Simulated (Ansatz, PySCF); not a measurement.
C2H3BrCl2, SMILES CC(Cl)(Cl)Br. Atoms are numbered in the order given.

```xyz
8

C     -0.6976     1.7858     0.0000
C     -0.4843     0.2855     0.0000
Cl    -1.2224    -0.4436    -1.4628
Cl    -1.2224    -0.4436     1.4628
Br     1.4546    -0.1083     0.0000
H     -0.2408     2.2251    -0.8974
H     -0.2408     2.2251     0.8974
H     -1.7774     1.9941     0.0000
```

The structure is a stationary point at B3LYP-D3(BJ)/def2-SVP.

Vertical ionisation energy (IE) and electron affinity (EA) in eV. Rows of orbital energies are one-electron estimates. Where ΔSCF, EOM or ADC give a negative EA the extra electron is unbound and the value depends on the basis.

```tsv
level	IE	EA
−ε(HOMO), −ε(LUMO), CAM-B3LYP/def2-TZVP (PySCF)	9.67	0.27
−ε(HOMO), −ε(LUMO), PBE/def2-TZVP (PySCF)	(withheld)	(withheld)
ΔSCF, PBE/def2-SVPD (Ansatz), final states of multiplicity 2 and 2	10.05	-0.01
```

**Question.** What belongs in the gaps? (An estimate is asked for; the answer gives what the named calculation found.)

**Answer.** 
- −ε(HOMO), −ε(LUMO), PBE/def2-TZVP (PySCF), IE: 6.96
- −ε(HOMO), −ε(LUMO), PBE/def2-TZVP (PySCF), EA: 2.43

**Question.** What vertical singlet–triplet gap does ΔSCF give with PBE/def2-SVPD (Ansatz, a quantum-chemistry and plane-wave program)? (Estimate from the structure and the level; the computed values follow.)

**Answer.** 4.48 eV (triplet above singlet where positive).
